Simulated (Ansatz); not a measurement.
`C[N](C)[Sc]1234([N](C)C)[C@@H]5[C@H]1[C@H]2[C@@]3(F)[C@@H]54` and `C[N](C)[Sc]1234([N](C)C)[C@@H]5[C@H]1[C@H]2[C@@]3(C)[C@@H]54` differ in one atom or group.

Ansatz, PBE0-D4/def2-TZVP geometries, multiplicity 1. Each molecule was computed in one conformer, which needn't be the lowest.

Scalar relativity is left out up to krypton.

```
                                      property  `C[N](C)[Sc]1234([N](C)C)[C@@H]5[C@H]1[C@H]2[C@@]3(F)[C@@H]54`
         HOMO energy (ωB97M-V/def2-TZVPP) / eV                                                           -7.99
         LUMO energy (ωB97M-V/def2-TZVPP) / eV                                                            0.36
            HOMO energy (PBE0/def2-TZVPP) / eV                                                           -5.72
       HOMO–LUMO gap (ωB97M-V/def2-TZVPP) / eV                                                            8.35
size of the dipole moment (PBE/def2-TZVPP) / D                                                            1.59
           LUMO energy (B3LYP/def2-TZVPP) / eV                                                           -1.51
```

(1) What does the change do to each property? (Best estimate.)

Results:

(1) Ansatz gave: 
| property | `C[N](C)[Sc]1234([N](C)C)[C@@H]5[C@H]1[C@H]2[C@@]3(C)[C@@H]54` | shift |
| --- | --- | --- |
| HOMO energy (ωB97M-V/def2-TZVPP) / eV | -7.89 | 0.10 |
| LUMO energy (ωB97M-V/def2-TZVPP) / eV | 0.49 | 0.13 |
| HOMO energy (PBE0/def2-TZVPP) / eV | -5.62 | 0.10 |
| HOMO–LUMO gap (ωB97M-V/def2-TZVPP) / eV | 8.38 | 0.03 |
| size of the dipole moment (PBE/def2-TZVPP) / D | 0.77 | -0.82 |
| LUMO energy (B3LYP/def2-TZVPP) / eV | -1.36 | 0.15 |

Dipoles are sizes alone; their direction can turn.

B3LYP here is the variant with VWN-RPA as its local correlation; programs differ in this.
